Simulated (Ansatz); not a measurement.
Cost and result for the atomization energy of C₄H₉GeN (`[CH3][Ge]([CH3])([CH3])[C]#N`) (15 atoms, 14 bonds).

```xyz
15

C    -0.160    1.173    1.496
Ge    0.133   -0.082    0.038
C    -1.291   -1.400   -0.111
C     0.507    0.809   -1.652
C     1.744   -1.075    0.494
N     2.697   -1.663    0.764
H    -1.056    1.766    1.301
H     0.692    1.847    1.593
H    -0.292    0.638    2.437
H    -1.056   -2.127   -0.889
H    -2.229   -0.905   -0.367
H    -1.420   -1.928    0.834
H     0.739    0.075   -2.424
H    -0.364    1.386   -1.967
H     1.356    1.485   -1.545
```

Total charge 0; spin multiplicity 1. Correlated methods include outer-core shells of Ge, which these sets cover unevenly. Scalar relativity is left out up to krypton. The geometry is a stationary point of PBE0-D4/def2-TZVP. Program: Ansatz. Hardware: A = 2 threads of a server CPU on a shared host; B = 2 threads of an AMD EPYC 7R13 on a shared host and a share of an NVIDIA H100 80 GB. Times are those of one run each, without the atoms' runs, and a repeat can differ threefold. Electronic energies, without spin–orbit coupling; frozen cores. CCSD(T)/CBS adds CCSD(T) − MP2 in def2-TZVPP to the MP2 limit, and its time is that of the two runs behind it. T1 = 0.011. With those shells the extrapolation isn't a true limit. HSE06 is the plane-wave form, built on full-range PBE exchange.

CCSD(T)/CBS is a level of theory with its own doubt, some kJ/mol a heavy atom from the limit and from the frozen cores, so smaller differences don't rank the functionals.

| level | functions | wall time | atomization (kJ/mol) | difference from CCSD(T)/CBS | per bond |
| --- | --- | --- | --- | --- | --- |
| LDA (SPW92)/def2-TZVPP [A] | 329 | 4.5 s | 6681.7 | 773.3 | 55.2 |
| revPBE-D4/def2-TZVPP [A] | 329 | 7 s | 5877.6 | -30.8 | -2.2 |
| BLYP-D4/def2-TZVPP [A] | 329 | 7 s | 5889.4 | -19.0 | -1.4 |
| CCSD(T)/def2-SVP [B] | 147 | 11 s | 5617.8 | -290.6 | -20.8 |
| PBE0-D4/def2-TZVPP [A] | 329 | 12 s | 5919.1 | 10.7 | 0.8 |
| HSE06-D4/def2-TZVPP [A] | 329 | 13 s | 5922.3 | 13.9 | 1.0 |
| MP2/def2-QZVPP [B] | 644 | 13 s | 5939.4 | 31.0 | 2.2 |
| CCSD(T)/def2-TZVPP [B] | 329 | 16 s | 5788.2 | -120.2 | -8.6 |
| r2SCANh-D4/def2-TZVPP [A] | 329 | 16 s | 5869.8 | -38.6 | -2.8 |
| B97M-V/def2-TZVPP [A] | 329 | 22 s | 5909.6 | 1.2 | 0.1 |
| B2PLYP/def2-TZVPP [A] | 329 | 23 s | 5857.3 | -51.1 | -3.7 |
| CCSD(T)/CBS(def2) | – | 29 s | 5908.4 | 0.0 | 0.0 |
| ωB97M-V/def2-TZVPP (with forces) [A] | 329 | 36 s | 5910.5 | 2.1 | 0.1 |

From r2SCAN to r2SCAN0 (25 % exact exchange), in def2-TZVPP and without D4, the atomization energy moves by −80.9 kJ/mol: exact exchange takes away binding that semilocal exchange gives to molecules. In def2-TZVPP, CCSD(T) changes the Hartree–Fock value by +1460.7 kJ/mol (the triples alone add +89.2 kJ/mol) and MP2 by +1542.4 kJ/mol; breaking electron pairs costs correlation energy, which Hartree–Fock lacks. At CCSD(T), def2-SVP lies −290.6 kJ/mol from the extrapolated value and def2-TZVPP −120.2 kJ/mol: correlation converges slowly with the basis, and small sets miss more of it in the bonded molecule than in its fragments.
